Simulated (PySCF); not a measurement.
# Assignment exercise: C8H13FSi

Geometry (Å), atoms numbered from 1 in this order:
```xyz
23

C    -3.1250    1.3814   -0.2193
C    -2.1698    0.5364    0.1453
C    -2.4964   -0.7882    0.7701
C    -0.7327    0.8378   -0.0948
Si    0.2705   -0.1944   -1.3903
C     1.3658   -0.1320    0.1431
C     2.6334   -0.3439    0.4638
C     3.6484   -0.9075   -0.4679
C     0.2857    0.4811    1.0047
F     0.7077    1.5839    1.7236
H    -4.1688    1.1504   -0.0900
H    -2.9013    2.3385   -0.6589
H    -2.3341   -0.7506    1.8475
H    -1.8654   -1.5757    0.3613
H    -3.5391   -1.0443    0.5997
H    -0.6232    1.9020   -0.3153
H    -0.2846   -1.5056   -1.7247
H     0.6990    0.5243   -2.5873
H     2.9893   -0.0968    1.4586
H     4.0870   -1.8106   -0.0440
H     3.1950   -1.1444   -1.4280
H     4.4561   -0.1921   -0.6210
H    -0.1024   -0.2226    1.7478
```

PySCF calculation with NMR shieldings at PBE0/pcSseg-1/GIAO and coordinates at the GFN2-xTB level; averaged over atoms made equivalent by symmetry, fast rotation or ring inversion, no relativistic terms, isolated molecule, one conformer.

δ = σ(ref) − σ, references computed at the same level: TMS for 13C (σ = 186.93 ppm) and 1H (σ = 31.72 ppm).

Task: Assign these signals to the numbered atoms. 13C{1H} NMR (computed): δ 152.7 (CH), 152.5 (C), 144.1 (C), 114.8 (CH2), 95.1 (CH), 47.6 (CH), 24.4 (CH3), 22.9 (CH3).

Result: 
```tsv
δ (ppm)	atoms	environment	reason
152.7	C7	alkene CH	the olefinic region
152.5	C2	fully substituted alkene carbon	the olefinic region
144.1	C6	fully substituted alkene carbon	–
114.8	C1	terminal =CH2 carbon	the olefinic region
95.1	C9	allylic sp3 CH bonded to F	the inductive effect lowers its shielding
47.6	C4	allylic sp3 CH bonded to Si	–
24.4	C8	allylic methyl carbon	a saturated carbon with 1 carbon neighbour and no heteroatom attached
22.9	C3	allylic methyl carbon	–
```

C7 and C2; C8 and C3 lie closer than the usual error of such a calculation, so a measured spectrum could show them in the other order.

Task: Assign these signals to the numbered atoms. 1H NMR (300 MHz, computed): δ 6.96 (m, 1H), 5.58 (m, 1H), 5.06 (m, 1H), 4.93 (m, 1H), 4.84 (m, 1H), 4.65 (m, 1H), 3.24 (m, 1H), 1.96 (s, 3H), 1.93 (d, 3H).

Result: 
6.96 → H19, hydrogen on an alkene CH: attached to an sp2 carbon and in the plane of the double bond
5.58 → H23, hydrogen on an allylic sp3 CH bonded to F: its carbon carries F, an electronegative neighbour
5.06 → H12, hydrogen on a terminal =CH2 carbon: attached to an sp2 carbon and in the plane of the double bond
4.93 → H11, hydrogen on a terminal =CH2 carbon
4.84 → H18, hydrogen on a silicon bonded to 2 C, in a 4-membered ring
4.65 → H17, hydrogen on a silicon bonded to 2 C, in a 4-membered ring
3.24 → H16, hydrogen on an allylic sp3 CH bonded to Si
1.96 → H13/H14/H15, hydrogen on an allylic methyl carbon: allylic position
1.93 → H20/H21/H22, hydrogen on an allylic methyl carbon

H11 and H18; H13/H14/H15 and H20/H21/H22 lie closer than the usual error of such a calculation, so a measured spectrum could show them in the other order.

Splittings by 19F in the carbon and heteronuclear signals aren't shown, as no couplings were computed. Shifts are as computed. Against solution values, carbons near 30 ppm lie about +3 ppm off and those near 130 ppm about +5 ppm. Of 1309 compounds with measured shifts, 239 miss one by over three times the rms of a fit or turn the order of signals round; such compounds aren't used in these exercises. No couplings were computed; multiplicities are counted from neighbouring protons, with m where these are inequivalent, close in shift, in a saturated or five-membered ring or joined by F or P, and br s for small geminal =CH2 splittings.
